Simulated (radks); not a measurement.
Results of a calculation; reference values are marked as such.
Numerical settings for neutral vanadium, [Ar] 3d3 4s2. Code: a radial shooting solver on a logarithmic mesh with Libxc functionals. Model: non-relativistic Kohn-Sham, PBE, spin-polarised, spherical densities, point nucleus; open shells are filled with parallel spins first. The defaults (mesh step 0.008 in ln r, mesh end at 40 bohr or more with all orbitals vanishing there, Anderson mixing 0.5 over 9 steps, residual threshold near 1e-9 with the energy settled to 1e-9 hartree or 1e-11 of itself, here a cap of 88 iterations) give E = -943.6488 hartree and 4s at -4.246 eV in 14 iterations. Times are rough (one thread of a shared host). Changes against that run (0 stands for a change within the tolerance of the run):

[
 {"setting": "mesh step in ln r 0.08", "iterations": "14", "converged": "yes", "E (mhartree)": "+0.0368", "e(4s) (meV)": "-0.0302", "CPU (s)": "0.02"},
 {"setting": "mesh step in ln r 0.005", "iterations": "14", "converged": "yes", "E (mhartree)": "0", "e(4s) (meV)": "0", "CPU (s)": "0.18"},
 {"setting": "mesh step in ln r 0.02", "iterations": "14", "converged": "yes", "E (mhartree)": "0", "e(4s) (meV)": "0", "CPU (s)": "0.05"},
 {"setting": "mesh end (bohr) 1", "iterations": "13", "converged": "level above zero", "E (mhartree)": "+1.37e+05", "e(4s) (meV)": "+9.99e+05", "CPU (s)": "0.08"},
 {"setting": "mesh end (bohr) 12", "iterations": "14", "converged": "yes", "E (mhartree)": "+0.0869", "e(4s) (meV)": "+7.76", "CPU (s)": "0.11"},
 {"setting": "residual threshold 0.1", "iterations": "9", "converged": "yes", "E (mhartree)": "0", "e(4s) (meV)": "-0.124", "CPU (s)": "0.09"},
 {"setting": "residual threshold 0.001", "iterations": "9", "converged": "yes", "E (mhartree)": "0", "e(4s) (meV)": "-0.124", "CPU (s)": "0.09"},
 {"setting": "mixing 1.5", "iterations": "16", "converged": "yes", "E (mhartree)": "0", "e(4s) (meV)": "0", "CPU (s)": "0.14"},
 {"setting": "linear mixing, mixing 1", "iterations": "88", "converged": "no", "E (mhartree)": "+6.71e+03", "e(4s) (meV)": "-6.27e+04", "CPU (s)": "1.7"},
 {"setting": "linear mixing, mixing 0.5", "iterations": "30", "converged": "yes", "E (mhartree)": "0", "e(4s) (meV)": "0", "CPU (s)": "0.2"},
 {"setting": "mixing history 20", "iterations": "19", "converged": "yes", "E (mhartree)": "0", "e(4s) (meV)": "0", "CPU (s)": "0.15"},
 {"setting": "iteration cap 8", "iterations": "8", "converged": "no", "E (mhartree)": "0", "e(4s) (meV)": "-0.124", "CPU (s)": "0.07"}
]

Settled on a wrong energy, with an occupied level pushed above zero by the early mesh end: mesh end (bohr) 1 (+137 hartree). Apart from these: no run marked as converged misses the energy by more than 1 mhartree. A mesh that ends early acts as a hard wall.
